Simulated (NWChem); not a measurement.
All runs are NWChem calculations. System: silicon monosulfide (SSi), charge 0, spin multiplicity 1, at a geometry optimised with PBE0/def2-SVP. Level: G0W0@PBE/def2-TZVPD, RI basis def2-tzvpd-rifit.

NWChem printed:

```
             Northwest Computational Chemistry Package (NWChem) 7.3.0
             --------------------------------------------------------

                                NWChem Input Module
                                -------------------

 Scaling coordinates for geometry "geometry" by  1.889725989
 (inverse scale =  0.529177249)

 Turning off AUTOSYM since
 SYMMETRY directive was detected!

                             Geometry "geometry" -> ""
                             -------------------------

 Output coordinates in angstroms (scale by  1.889725989 to convert to a.u.)

  No.       Tag          Charge          X              Y              Z
 ---- ---------------- ---------- -------------- -------------- --------------
    1 Si                  14.0000     0.00000000     0.00000000     1.03447900
    2 S                   16.0000     0.00000000     0.00000000    -0.90517000

 Effective nuclear repulsion energy (a.u.)      61.1119350851

            Nuclear Dipole moment (a.u.)
            ----------------------------
        X                 Y               Z
 ---------------- ---------------- ----------------
     0.0000000000     0.0000000000    -0.0000264562

      Symmetry information
      --------------------

 Group name             C2v
 Group number             16
 Group order               4
 No. of unique centers     2

      Symmetry unique atoms

     1    2


 Summary of "ao basis" -> "" (spherical)
 ------------------------------------------------------------------------------
       Tag                 Description            Shells   Functions and Types
 ---------------- ------------------------------  ------  ---------------------
 *                         def2-tzvpd                 on all atoms

 new library libraries.bse/

 Summary of "ri basis" -> "" (spherical)
 ------------------------------------------------------------------------------
       Tag                 Description            Shells   Functions and Types
 ---------------- ------------------------------  ------  ---------------------
 *                      def2-tzvpd-rifit              on all atoms

  pbe96 is a nonlocal functional; adding pw91lda local functional.

                                 NWChem DFT Module
                                 -----------------

 Summary of "ao basis" -> "ao basis" (spherical)
 ------------------------------------------------------------------------------
       Tag                 Description            Shells   Functions and Types
[...]
  ----- ------------  ---------------      ----- ------------  ---------------
    49      0.611241  2 S  s                 67     -0.506377  2 S  pz
    34     -0.431158  1 Si d  0               6      0.372986  1 Si s
    47     -0.294767  2 S  s                 48     -0.261100  2 S  s
    18     -0.190112  1 Si pz                21     -0.177027  1 Si pz
    46      0.159977  2 S  s                 29     -0.135850  1 Si d  0

 center of mass
 --------------
 x =   0.00000000 y =   0.00000000 z =   0.00004375

 moments of inertia (a.u.)
 ------------------
         200.462357521714           0.000000000000           0.000000000000
           0.000000000000         200.462357521714           0.000000000000
           0.000000000000           0.000000000000           0.000000000000

     Multipole analysis of the density
     ---------------------------------

     L   x y z        total         alpha         beta         nuclear
     -   - - -        -----         -----         ----         -------
     0   0 0 0     -0.000000    -15.000000    -15.000000     30.000000

     1   1 0 0     -0.000000     -0.000000     -0.000000      0.000000
     1   0 1 0     -0.000000     -0.000000     -0.000000      0.000000
     1   0 0 1      0.614100      0.307063      0.307063     -0.000026

     2   2 0 0    -18.929211     -9.464606     -9.464606      0.000000
     2   1 1 0     -0.000000     -0.000000     -0.000000      0.000000
     2   1 0 1     -0.000000     -0.000000     -0.000000      0.000000
     2   0 2 0    -18.929211     -9.464606     -9.464606      0.000000
     2   0 1 1     -0.000000     -0.000000     -0.000000      0.000000
     2   0 0 2    -19.238942    -59.777531    -59.777531    100.316121

 Task  times  cpu:        3.4s     wall:        3.4s

                                NWChem Input Module
                                -------------------

                                 NWChem GW Module
                                 ----------------

                             ***********************
                             ***        GW       ***
                             ***********************

 Summary of "ri basis" -> "ri basis" (spherical)
 ------------------------------------------------------------------------------
       Tag                 Description            Shells   Functions and Types
 ---------------- ------------------------------  ------  ---------------------
 Si                     def2-tzvpd-rifit            33      129   10s8p7d6f2g
 S                      def2-tzvpd-rifit            33      129   10s8p7d6f2g

                 Memory Information
                 ------------------
          Available GA per process is          1699.9 MBs
          Available stack per process is        700.0 MBs
          Available heap per process is           0.0 MBs

          Peak memory in Initialization
              Peak GA per process is                  3.5 MBs
              Peak stack per process is               0.1 MBs
              Peak heap per process is                3.8 MBs
              Memory not in MA per process            0.0 MBs

          Peak memory in AFF Calculation
              Peak GA per process is                 14.5 MBs
              Peak stack per process is               9.4 MBs
              Peak heap per process is                0.0 MBs
              Memory not in MA per process            9.4 MBs

          Computing 2-center integrals
          Computing Inverse Cholesky factor
          Computing 3-center integrals
          Computing V_xc ...

          Computing Sigma_x
          Computing RPA polarizability
          Solving quasiparticle equations

                  Alpha Orbitals
          State     Energy (eV)     Error (eV)
          -----------------------------------
@GW        12        -12.720           0.005
@GW        13         -9.898           0.002
@GW        14         -9.898           0.002
@GW        15         -9.845           0.002
@GW        16         -0.475           0.002
@GW        17         -0.475           0.002

   Applying  -2.8880 eV scissor-shift to rest of particle states

   Applying   2.6912 eV scissor-shift to rest of hole states

     GW Timing Statistics
   ------------------------
   Init.   :          0.0s
     ERIs  :          0.2s
     Distr.:          0.0s
     Vxc   :          0.0s
   Sigma_x :          0.0s
   RPA     :          0.2s
   Wmn     :          0.0s
   Sigma_c :          0.0s
   GW total:          0.5s

 Task  times  cpu:        0.5s     wall:        0.5s

 Total times  cpu:        3.9s     wall:        3.9s
```

Q: Write an NWChem input that would produce this output.

A: This is not unique; one that fits is 
```
start mol
memory heap 200 mb stack 700 mb global 1700 mb
geometry units angstroms nocenter noautoz
  Si     0.000000     0.000000     1.034479
  S      0.000000     0.000000    -0.905170
  symmetry group C2v
end
basis spherical
  * library def2-tzvpd
end
basis "ri basis" bse spherical
  * library def2-tzvpd-rifit
end
dft
  xc xpbe96 cpbe96
  iterations 100
  direct
  tolerances tight
end
task dft energy
gw
  states alpha occ 4 vir 2
end
task dft gw
```
